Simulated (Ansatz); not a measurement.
Isolated molecules relaxed with PBE0-D4/def2-TZVP in Ansatz; ΔE leaves out vibrations. CBS: MP2 limit from def2 TZ/QZ plus the TZ coupled-cluster correction, frozen cores. This one scheme is used for every species. DFT in def2-TZVPP. Each species was taken in one conformer, which may not be the lowest.

Consider the ligand exchange at the Si–C bond: `N[SiH2]C#C[SiH](N)O` + `N[SiH](O)O` → `N[Si@H](O)O[Si@@H](N)O` + `C#C[SiH2]N`.

`N[SiH2]C#C[SiH](N)O`:

```xyz
15

N    -3.473   -0.606   -1.032
Si   -1.998   -1.461   -0.870
C    -0.585   -0.472   -0.238
C     0.334    0.207    0.179
Si    1.710    1.246    0.800
N     2.834    0.132    1.428
O     2.338    2.196   -0.380
H    -3.564    0.092   -1.753
H    -3.975   -0.326   -0.204
H    -2.210   -2.573    0.087
H    -1.605   -1.967   -2.207
H     1.206    2.234    1.778
H     2.604   -0.843    1.516
H     3.615    0.400    2.003
H     2.770    1.743   -1.108
```

`N[SiH](O)O`:

Cartesian coordinates in Å:
```
N -0.177 0.755 0.990
Si -0.185 -0.517 -0.159
O 1.350 -1.084 -0.260
O -0.822 0.088 -1.543
H -1.000 1.325 1.108
H 0.296 0.628 1.871
H -0.999 -1.713 0.126
H 2.053 -0.435 -0.310
H -0.515 0.953 -1.823
```

`N[Si@H](O)O[Si@@H](N)O`:

Cartesian coordinates in Å:
```
N 0.470 -0.781 2.626
Si 0.012 0.255 1.354
O 1.198 1.361 1.066
O -0.236 -0.724 0.076
Si -0.308 -0.647 -1.556
N 0.095 0.958 -1.966
O -1.785 -1.025 -2.151
H 0.536 -0.456 3.576
H 0.218 -1.755 2.580
H -1.184 1.091 1.592
H 2.092 1.034 1.196
H 0.556 -1.718 -2.092
H 0.109 1.280 -2.919
H 0.700 1.498 -1.367
H -2.474 -0.372 -2.015
```

`C#C[SiH2]N`:

```xyz
9

C    -1.553    1.839    0.264
C    -0.973    0.781    0.209
Si   -0.073   -0.817    0.118
N     1.557   -0.711   -0.397
H    -2.067    2.771    0.314
H    -0.807   -1.670   -0.846
H    -0.090   -1.399    1.481
H     2.246   -0.305    0.215
H     1.761   -0.489   -1.359
```

Q: Is it downhill or uphill in electronic energy at CCSD(T)/CBS, and by how much? (Estimate.)

A: Computed: Downhill: ΔE = -95.6 kJ/mol.

Q: What do these levels give: r2SCAN-D4, r2SCAN, SCS-MP2/def2-TZVPP, MP2/def2-QZVPP, HF/CBS(def2), CCSD/CBS(def2)? (An estimate is asked.)

A: Ansatz gave: r2SCAN-D4 -93.7, r2SCAN -92.6, SCS-MP2/def2-TZVPP -94.4, MP2/def2-QZVPP -93.4, HF/CBS(def2) -107.5, CCSD/CBS(def2) -98.1 kJ/mol.

Largest T1 diagnostic among the species: 0.012.

In def2-TZVPP, CCSD(T) changes the Hartree–Fock value by +10.0 kJ/mol (the triples alone add +2.5 kJ/mol) and MP2 by +12.7 kJ/mol. The D4 term adds −6.2 kJ/mol with B3LYP and −3.5 kJ/mol with PBE0; it sums over pairs of atoms, weighted by their polarisabilities, and B3LYP, whose exchange is more repulsive, gets the larger term. From PBE to PBE0 (25 % exact exchange), in def2-TZVPP and without D4, ΔE moves by −6.8 kJ/mol.

B3LYP here is the variant with VWN-RPA as its local correlation; programs differ in this.
